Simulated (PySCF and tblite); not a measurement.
C₈H₁₁F₃, numbered as in [F:1][C:2]([F:3])([F:4])[C@@H:5]1[CH2:6][CH2:7][C:8]2([CH2:9][CH2:10]2)[CH2:11]1. Free energies: PBE0-D3(BJ)/def2-SVP (IEF-PCM, tetrahydrofuran) on GFN2-xTB structures plus GFN2-xTB thermal terms, symmetry and mirror images included. Conformers within 5 kcal/mol (GFN2-xTB free energy) were kept, 4 at most. GIAO shieldings: KT3/pcSseg-1 (IEF-PCM, tetrahydrofuran). Shifts are against TMS (¹H), TMS (¹³C) at the same level; of two unlike H on one atom, a is the less shielded. Run with PySCF (density fitting) and tblite.

The 5-ring runs over atoms 5–6–7–8–11.

Two conformers hold nearly all the population. I: 5-ring twist (ring torsions -28, 10, 12, -29, 35°); δ(H11b) = 2.27 ppm. II: 5-ring twist (ring torsions 33, -13, -12, 33, -41°); δ(H11b) = 1.76 ppm. The average over the ensemble at 298.15 K is 1.94 ppm.

(1) What populations and free-energy difference follow from a two-state model?

Results:

(1) p(I) = (1.94 − 1.76)/(2.27 − 1.76) = 0.35, so K = p(II)/p(I) = 1.83 and G(II) − G(I) = −RT ln K = -0.36 kcal/mol. The weights computed directly are 35.1 % and 64.9 %.


Conformer gaps in def2-SVP on xTB geometries can be 2 kcal/mol too large for S=O, P=O and other polar bonds.